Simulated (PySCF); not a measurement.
C$_{4}$H$_{9}$In, singlet, geometry from GFN2-xTB (such geometries of metal compounds can be far from the true shape) (core potentials on In); DF-HF/def2-TZVPPD run with PySCF.

The PySCF input:
```python
from pyscf import gto, scf

mol = gto.Mole()
mol.atom = '''
    In    0.15745069    0.35158457    0.18519529
    H     0.32336077    2.07798634    0.57787079
    C    -1.51137333   -0.24105917   -1.21876424
    C    -2.25283302    1.00507919   -1.68384786
    H    -2.18675725   -0.92467499   -0.69735043
    H    -1.08436373   -0.78175970   -2.06761658
    H    -1.57651431    1.68136976   -2.21109500
    H    -2.66877466    1.54615767   -0.83112841
    H    -3.07292076    0.74792733   -2.35803195
    C     1.64771749   -1.00055733    1.15276538
    C     1.61109540   -2.30290693    0.92608992
    H     2.40723465   -0.58989472    1.81294889
    H     2.31028466   -3.00387862    1.37014372
    H     0.86572742   -2.74421156    0.27223023
'''
mol.basis = 'def2-tzvppd'
mol.ecp = {'In': 'def2-tzvppd'}
mol.verbose = 4
mol.max_memory = 1800
mol.build()

mf = scf.RHF(mol)
mf = mf.density_fit(auxbasis='def2-universal-jkfit')
mf.kernel()
```

It wrote (shortened):

```
PySCF version 2.14.0

[INPUT] verbose = 4
[INPUT] num. atoms = 14
[INPUT] num. electrons = 54
[INPUT] charge = 0
[INPUT] spin (= nelec alpha-beta = 2S) = 0
[INPUT] symmetry False subgroup None
[INPUT] Mole.unit = angstrom
[INPUT] Symbol           X                Y                Z      unit          X                Y                Z       unit  Magmom
[INPUT]  1 In     0.157450690000   0.351584570000   0.185195290000 AA    0.297538682224   0.664398546923   0.349968377659 Bohr   0.0
[INPUT]  2 H      0.323360770000   2.077986340000   0.577870790000 AA    0.611063294728   3.926825073187   1.092017528486 Bohr   0.0
[INPUT]  3 C     -1.511373330000  -0.241059170000  -1.218764240000 AA   -2.856081665672  -0.455535811115  -2.303130624014 Bohr   0.0
[INPUT]  4 C     -2.252833020000   1.005079190000  -1.683847860000 AA   -4.257237412177   1.899324402600  -3.182011290835 Bohr   0.0
[INPUT]  5 H     -2.186757250000  -0.924674990000  -0.697350430000 AA   -4.132372303407  -1.747382485335  -1.317801325548 Bohr   0.0
[INPUT]  6 H     -1.084363730000  -0.781759700000  -2.067616580000 AA   -2.049150469112  -1.477311728222  -3.907229066810 Bohr   0.0
[INPUT]  7 H     -1.576514310000   1.681369760000  -2.211095000000 AA   -2.979180277358   3.177328360526  -4.178363985395 Bohr   0.0
[INPUT]  8 H     -2.668774660000   1.546157670000  -0.831128410000 AA   -5.043253195579   2.921814541696  -1.570605069245 Bohr   0.0
[INPUT]  9 H     -3.072920760000   0.747927330000  -2.358031950000 AA   -5.806978638890   1.413377814777  -4.456034578474 Bohr   0.0
[INPUT] 10 C      1.647717490000  -1.000557330000   1.152765380000 AA    3.113734786756  -1.890779325626   2.178410854080 Bohr   0.0
[INPUT] 11 C      1.611095400000  -2.302906930000   0.926089920000 AA    3.044529066547  -4.351863388063   1.750056315520 Bohr   0.0
[INPUT] 12 H      2.407234650000  -0.589894720000   1.812948890000 AA    4.549014206063  -1.114739463127   3.425976879934 Bohr   0.0
[INPUT] 13 H      2.310284660000  -3.003878620000   1.370143720000 AA    4.365805277184  -5.676507903236   2.589196382093 Bohr   0.0
[INPUT] 14 H      0.865727420000  -2.744211560000   0.272230230000 AA    1.635987722326  -5.185808276265   0.514440577527 Bohr   0.0

nuclear repulsion = 232.848529210417
number of shells = 133
number of NR pGTOs = 476
number of NR cGTOs = 357
basis = def2-tzvppd
ecp = {'In': 'def2-tzvppd'}

******** <class 'pyscf.df.df_jk.DFRHF'> ********
method = DFRHF
initial guess = minao
damping factor = 0
level_shift factor = 0
DIIS = <class 'pyscf.scf.diis.CDIIS'>
diis_start_cycle = 1
diis_space = 8
diis_damp = 0
SCF conv_tol = 1e-09
SCF conv_tol_grad = None
SCF max_cycles = 50
direct_scf = False
Set gradient conv threshold to 3.16228e-05
Initial guess from minao.
******** <class 'pyscf.df.df.DF'> ********
auxbasis = def2-universal-jkfit
init E= -312.846705149695
  HOMO = -0.513950154353865  LUMO = -0.349798956973565  gap/eV = 4.46678
cycle= 1 E= -345.282427608591  delta_E= -32.4  |g|= 1.98  |ddm|= 49.3
  HOMO = -0.206195790852155  LUMO = 0.0445972596572641  gap/eV = 6.82443
cycle= 2 E= -345.740208914748  delta_E= -0.458  |g|= 1.07  |ddm|= 9.78
  HOMO = -0.327423737453492  LUMO = 0.0396576784164318  gap/eV = 9.98879
cycle= 3 E= -345.912622290033  delta_E= -0.172  |g|= 0.122  |ddm|= 2.99
  HOMO = -0.34595460065381  LUMO = 0.0334840757475419  gap/eV = 10.32505
cycle= 4 E= -345.916688507946  delta_E= -0.00407  |g|= 0.03  |ddm|= 0.53
  HOMO = -0.344554121701579  LUMO = 0.0346407747343054  gap/eV = 10.31842
cycle= 5 E= -345.9170952073  delta_E= -0.000407  |g|= 0.0133  |ddm|= 0.116
  HOMO = -0.347042732583349  LUMO = 0.0344051617540065  gap/eV = 10.37973
cycle= 6 E= -345.917184292235  delta_E= -8.91e-05  |g|= 0.00384  |ddm|= 0.0426
  HOMO = -0.347738500543981  LUMO = 0.0339256114991966  gap/eV = 10.38561
cycle= 7 E= -345.91719355074  delta_E= -9.26e-06  |g|= 0.00133  |ddm|= 0.0139
  HOMO = -0.34780118259077  LUMO = 0.0338644445601166  gap/eV = 10.38565
cycle= 8 E= -345.917195306504  delta_E= -1.76e-06  |g|= 0.000445  |ddm|= 0.00597
  HOMO = -0.34786254461452  LUMO = 0.0338469190314348  gap/eV = 10.38684
cycle= 9 E= -345.917195425868  delta_E= -1.19e-07  |g|= 0.000129  |ddm|= 0.00129
  HOMO = -0.34784757887396  LUMO = 0.0338405647521326  gap/eV = 10.38626
cycle= 10 E= -345.917195439676  delta_E= -1.38e-08  |g|= 4.42e-05  |ddm|= 0.000531
  HOMO = -0.347851050142809  LUMO = 0.0338379057808872  gap/eV = 10.38629
cycle= 11 E= -345.917195441286  delta_E= -1.61e-09  |g|= 1.25e-05  |ddm|= 0.000185
  HOMO = -0.347848997872442  LUMO = 0.0338382600925764  gap/eV = 10.38624
cycle= 12 E= -345.917195441414  delta_E= -1.28e-10  |g|= 6.35e-06  |ddm|= 4.3e-05
  HOMO = -0.347849778429083  LUMO = 0.033838249920813  gap/eV = 10.38626
Extra cycle  E= -345.917195441439  delta_E= -2.46e-11  |g|= 2.87e-06  |ddm|= 1.5e-05
converged SCF energy = -345.917195441439
```
